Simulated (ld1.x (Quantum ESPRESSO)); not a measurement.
# Ce (Z = 58), RRKJ: configuration errors across variants

Ce, norm-conserving RRKJ (Kleinman–Bylander form), made with ld1.x (Quantum ESPRESSO) 7.5 (PBE, fully relativistic). Core [Kr] 4d10, reference 4f1 5s2 5p6 5d1 6s2 6p0. Waves: 5p (bound): rc 2.20 bohr; 5d (bound): rc 2.25 bohr; 4f (bound): rc 1.30 bohr; 5s (bound): rc 1.55 bohr. Local part: the s channel. Core correction: none.

Open shells are filled in proportion to 2j + 1 (rel_dist='average').

Occupied shells without a wave of their own: 6s. They enter only through the test configuration that unscreens the potential.

All-electron excitation energies from the reference (eV): (1) 4f1 5s2 5p6 5d1 6s1 6p0 6.070; (2) 4f1 5s2 5p6 5d1 6s0 6p0 17.149; (3) 4f1 5s2 5p6 5d0 6s0 6p0 36.317; (4) 4f1 5s2 5p6 5d1 6s1 6p1 2.442; (5) 4f0 5s2 5p6 5d2 6s1 6p0 11.173; (6) 4f1 5s2 5p6 5d1.5 6s1.5 6p0 0.398; (7) 4f2 5s2 5p6 5d1 6s0 6p0 6.162.

For the base: The 6s level has no wave, so the channel is fitted at the deeper level alone: the likely source of the large errors.

6 further variants failed, have other tests or another functional or relativity, and are left out.

Errors AE − PS in meV (a dash: test not solved or not reliable):

```csv
change,(1),(2),(3),(4),(5),(6),(7),bound ghosts
base,-61,-162,-228,-41,+371,-21,+40,not determined
wave 4f (bound): rc 1.30 bohr becomes 4f (bound): rc 1.66 bohr,-61,-162,-228,-41,+575,-21,+239,not determined
wave 5d (bound): rc 2.25 bohr becomes 5d (bound): rc 2.06 bohr,-61,-162,-228,-41,+380,-22,+40,not determined
wave 5s (bound): rc 1.55 bohr becomes 5s (bound): rc 1.56 bohr,-61,-162,-228,-41,+371,-21,+40,not determined
wave 5p (bound): rc 2.20 bohr becomes 5p (bound): rc 2.68 bohr,-61,-161,-225,-23,+210,-21,+67,not determined
wave 5p (bound): rc 2.20 bohr becomes 5p (bound): rc 2.94 bohr,-61,-161,-222,-17,+197,-21,+72,not determined
```

Problem. Give the same row for: wave 4f (bound): rc 1.30 bohr becomes 4f (bound): rc 1.06 bohr.

Solution. -61, -162, -228, -41, +295, -21, -36; bound ghosts: not determined.
